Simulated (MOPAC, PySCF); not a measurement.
[Zr(Cl)(H)3], neutral singlet in the gas phase. 

Z-matrix (Å, degrees):
```
Zr
H 1 1.8452
H 1 1.8452 2 110.42
H 1 1.8452 2 110.42 3 -122.41
Cl 1 2.3227 2 108.50 4 -118.80
```
Charge 0, multiplicity 1.

All levels are single points at this geometry (r2SCAN-D4/def2-SVP); Pople sets use spherical d functions. Orbital energies aren't observables, and empty levels follow the basis.

B3LYP/6-31G* (LANL2DZ on Zr) in PySCF gives gap (eV) = 5.48.

Estimate the gap (eV) from each of these levels: B3LYP-D3(BJ)/def2-TZVP in PySCF; PBE-D3(BJ)/def2-TZVP in PySCF; TPSSh-D3(BJ)/def2-TZVP in PySCF; B3LYP/6-311+G** (LANL2DZ on Zr) in PySCF; B3LYP/LANL2DZ in PySCF; BP86/6-31G* (LANL2DZ on Zr) in PySCF; M06-2X/6-31G* (LANL2DZ on Zr) in PySCF; PBE/6-31G* (LANL2DZ on Zr) in PySCF; SVWN5/6-31G* (LANL2DZ on Zr) in PySCF; HF/6-31G* (LANL2DZ on Zr) in PySCF; PM6 in MOPAC; PM7 in MOPAC.


```csv
level,gap (eV)
B3LYP-D3(BJ)/def2-TZVP in PySCF,5.64
PBE-D3(BJ)/def2-TZVP in PySCF,3.77
TPSSh-D3(BJ)/def2-TZVP in PySCF,5.09
B3LYP/6-311+G** (LANL2DZ on Zr) in PySCF,5.46
B3LYP/LANL2DZ in PySCF,5.47
BP86/6-31G* (LANL2DZ on Zr) in PySCF,3.64
M06-2X/6-31G* (LANL2DZ on Zr) in PySCF,7.88
PBE/6-31G* (LANL2DZ on Zr) in PySCF,3.66
SVWN5/6-31G* (LANL2DZ on Zr) in PySCF,3.43
HF/6-31G* (LANL2DZ on Zr) in PySCF,12.59
PM6 in MOPAC,7.57
PM7 in MOPAC,10.56
```
